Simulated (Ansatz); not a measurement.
Born–Oppenheimer molecular dynamics of CH$_{5}$Ga (7 atoms, charge 0, multiplicity 1). It starts from a relaxed structure.

Level of theory: Ansatz 0.2.0, RKS B3LYP/def2-SVP.

```yaml
ensemble: NVT, Langevin thermostat
time_step: 0.5 fs
steps_asked: 166
set_temperature: 300 K
friction: 0.001 /fs
seed: 236241
```

First frame:

```xyz
7
Properties=species:S:1:pos:R:3
Ga -0.005 0.008 0.002
H -0.019 -0.013 1.581
C 1.711 0.022 -0.989
H 2.031 -1.023 -1.152
H 1.614 0.494 -1.978
H 2.510 0.524 -0.422
H -1.381 -0.013 -0.773
```

Problem. How far do the bonds stretch over the last three quarters of this one trajectory? (Pairs bonded in most of those frames.)

Solution. 
```json
{"bond": "Ga1–H2", "mean (Å)": "1.583", "spread (Å)": "0.039", "shortest": "1.52", "longest": "1.65"}
{"bond": "Ga1–C3", "mean (Å)": "1.989", "spread (Å)": "0.026", "shortest": "1.96", "longest": "2.03"}
{"bond": "Ga1–H7", "mean (Å)": "1.583", "spread (Å)": "0.039", "shortest": "1.52", "longest": "1.65"}
{"bond": "C3–H4", "mean (Å)": "1.105", "spread (Å)": "0.010", "shortest": "1.08", "longest": "1.12"}
{"bond": "C3–H5", "mean (Å)": "1.106", "spread (Å)": "0.031", "shortest": "1.06", "longest": "1.16"}
{"bond": "C3–H6", "mean (Å)": "1.101", "spread (Å)": "0.023", "shortest": "1.07", "longest": "1.14"}
```

Mean temperature of the second half: 211 K. The mean temperature of the second half is 30 % below the set value. A run of 0.083 ps of so small a system gives no equilibrium averages.

Run time: 9.5 min on 1 thread of Arm Neoverse N1, with other jobs on the host, peak memory 0.13 GiB.
